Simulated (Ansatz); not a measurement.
The pair A = C2H4 (SMILES C=C) (first 6 atoms), B = HBr (SMILES Br); geometry from B3LYP-D3(BJ)/def2-TZVP.
(charge 0, multiplicity 1):
```xyz
8

C     -0.14506    -0.59117     0.32365
C      0.13864     0.68866     0.11543
H      0.63023    -1.34673     0.36180
H     -1.16365    -0.93312     0.46150
H     -0.63672     1.44399     0.07450
H      1.15687     1.03045    -0.02518
Br     0.32594     0.59149     3.95814
H      0.20105     0.38468     2.54206
```

Frozen-core correlation. Filled d and f shells under p-block atoms count as core. MP2 and its Hartree–Fock in aug-cc-pVQZ, aug-cc-pVTZ are density fitted.

Run with Ansatz (Gaussian basis) for Hartree–Fock, density functionals and correlated methods. Values without a source in brackets are computed.

The counterpoise-corrected interaction energy is E(AB) − E(A in the pair's basis) − E(B in the pair's basis). Total energies (hartree):

```csv
level,AB,A in the pair's basis,B in the pair's basis
HF/aug-cc-pVTZ,-2651.1135094,-78.0649003,-2573.0484804
MP2/aug-cc-pVTZ,-2651.6367801,-78.4049012,-2573.2269737
HF/aug-cc-pVQZ,-2651.1209530,-78.0695166,-2573.0513411
MP2/aug-cc-pVQZ,-2651.6785593,-78.4276913,-2573.2457186
CCSD(T)/aug-cc-pVTZ,-2651.7006667,-78.4440432,-2573.2528112
```

Task: Work out the counterpoise-corrected interaction energy at the basis-set limit: extrapolate the MP2 correlation part as X⁻³, take Hartree–Fock from the larger set, and add the CCSD(T) − MP2 difference of aug-cc-pVTZ.

Result: 
1. Differences (1 hartree = 627.509 kcal/mol): HF/aug-cc-pVTZ -0.081; MP2/aug-cc-pVTZ -3.078; HF/aug-cc-pVQZ -0.060; MP2/aug-cc-pVQZ -3.231; CCSD(T)/aug-cc-pVTZ -2.392.
2. Correlation parts, MP2 less HF: -2.997 in aug-cc-pVTZ (X = 3), -3.172 in aug-cc-pVQZ (X = 4).
3. Limit (4³·(-3.172) − 3³·(-2.997))/(4³ − 3³) = -3.299; with HF/aug-cc-pVQZ it gives -3.358.
4. CCSD(T) less MP2 in aug-cc-pVTZ: 0.686.
Result: -2.67 kcal/mol, against -3.08 at MP2/aug-cc-pVTZ. It is an estimate of this method's limit, not of the exact value.

Ansatz is a program for electronic structure.
